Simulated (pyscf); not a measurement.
# `[OH][Zr]([F])([F])[F]`, singlet

Gas-phase minimum from PySCF at ωB97X-D3(BJ)/def2-SVP, one conformer. 

```xyz
6

O      1.6596     0.0712    -0.0567
Zr    -0.1838     0.4765    -0.3033
F     -0.3740     2.2270    -1.0394
F     -0.9719    -0.7891    -1.4947
F     -1.0932     0.4087     1.3731
H      2.5856    -0.1370     0.0680
```

Bond lengths (Å): O1–Zr2 1.903, O1–H6 0.957, Zr2–F3 1.909, Zr2–F4 1.908, Zr2–F5 1.908. Bond angles (°): Zr2–O1–H6 179.7, O1–Zr2–F3 110.0, O1–Zr2–F4 109.9, O1–Zr2–F5 109.9, F3–Zr2–F4 109.0, F3–Zr2–F5 108.9, F4–Zr2–F5 109.2.

Properties at ωB97X-D3(BJ)/def2-SVP:

```
Quantity                                                                                                                                                                         Result
---------------------------------------------------------------------------------------------------------------------  ----------------------------------------------------------------
Harmonic wavenumbers, unscaled                                                                                         157, 158, 172, 172, 176, 328, 328, 681, 696, 696, 769, 4026 cm⁻¹
Zero-point energy                                                                                                                                                         12.0 kcal/mol
Rotational symmetry number                                                                                                                                                            3
Entropy of this conformer at 298 K and 1 atm, rigid rotor and harmonic oscillator, modes under 100 cm⁻¹ raised to 100                                                   344.1 J/(mol K)
Dipole moment                                                                                                                                                                    2.79 D
```

Single-point totals, which compare only within one level:

```tsv
level	total energy (hartree)
ωB97X-D3(BJ)/def2-TZVP	-422.95717
PBE/def2-TZVP	-422.56927
r²SCAN/def2-TZVP	-422.78192
B3LYP-D3(BJ)/def2-TZVP	-422.93614
PBE0-D3(BJ)/def2-TZVP	-422.53199
M06-2X/def2-TZVP	-422.67146
ωB97M-D3(BJ)/def2-TZVP	-422.93293
```

Soft torsions are taken as harmonic, which can shift the entropy by several J/(mol K). Elements past Kr carry the def2 core potentials, without spin-orbit coupling.
